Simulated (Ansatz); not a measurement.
The same molecule with X = C, Si, Ge. Ansatz, PBE0-D4/def2-TZVP geometries, multiplicity 1. Each molecule was computed in one conformer, which needn't be the lowest.

Scalar relativity is left out up to krypton.

```csv
X,molecule,mean X–F bond length / Å,mean X–H bond length / Å,mean X–O bond length / Å,"ideal-gas entropy at 298 K and 1 bar (rigid rotor, harmonic PBE0-D4/def2-TZVP) / J/(mol·K)",LUMO energy (B3LYP/def2-TZVPP) / eV,size of the dipole moment (ωB97M-V/def2-TZVPP) / D
C,`BOCF`,1.363,1.094,1.389,289,-1.05,1.72
Ge,`B[O][GeH2][F]`,1.730,1.528,1.778,327,-0.91,2.35
```

(1) Give the row for X = Si, `BO[SiH2]F`. (Estimate.)

Answers

(1) Computed: 
```
 X     molecule  mean X–F bond length / Å  mean X–H bond length / Å  mean X–O bond length / Å  ideal-gas entropy at 298 K and 1 bar (rigid rotor, harmonic PBE0-D4/def2-TZVP) / J/(mol·K)  LUMO energy (B3LYP/def2-TZVPP) / eV  size of the dipole moment (ωB97M-V/def2-TZVPP) / D
Si  `BO[SiH2]F`                     1.589                     1.477                     1.641                                                                                         314                                -1.15                                                1.26
```

From C to Ge the mean X–F bond length rises at each step, by 0.367 Å in all; the mean X–H bond length rises at each step, by 0.434 Å in all; the mean X–O bond length rises at each step, by 0.389 Å in all; the ideal-gas entropy at 298 K and 1 bar (rigid rotor, harmonic PBE0-D4/def2-TZVP) rises at each step, by 38 J/(mol·K) in all; the LUMO energy (B3LYP/def2-TZVPP) isn't monotonic: highest at Ge, lowest at Si. Bonds lengthen as the atom grows down the group. Dipoles are sizes alone, and their direction can turn along the series.

B3LYP here is the variant with VWN-RPA as its local correlation; programs differ in this.
